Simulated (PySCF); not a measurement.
CH₆GaN. Atoms are numbered in the order given.

```xyz
9

Ga     0.3420     0.0408     0.0000
H      1.8939     0.2787     0.0000
C     -0.5758    -1.7084     0.0000
H     -0.2853    -2.2940     0.8873
H     -1.6705    -1.5944     0.0000
H     -0.2853    -2.2940    -0.8873
N     -0.6839     1.5492     0.0000
H     -1.6989     1.5525     0.0000
H     -0.3130     2.4937     0.0000
```

The structure is a stationary point at B3LYP-D3(BJ)/def2-SVP. One conformer was computed; it need not be the lowest.

The numbers are results of PBE0/pcSseg-1 (PySCF), not measurements.

GIAO shieldings, no solvent; atoms listed in one row are averaged. δ = σ(ref) − σ: ¹H against TMS (σ = 31.56 ppm); ¹³C against TMS (σ = 186.3 ppm); ¹⁵N against NH3 (σ = 267.4 ppm), references at their B3LYP-D3(BJ)/def2-TZVP geometries, non-relativistic.

Computed chemical shifts:
```tsv
nucleus	atoms	count	δ (ppm)
¹H	H2	1	5.50
¹H	H9	1	2.70
¹H	H8	1	2.60
¹H	H4, H5, H6	3	0.32
¹³C	C3	1	-4.0
¹⁵N	N7	1	73.4
```
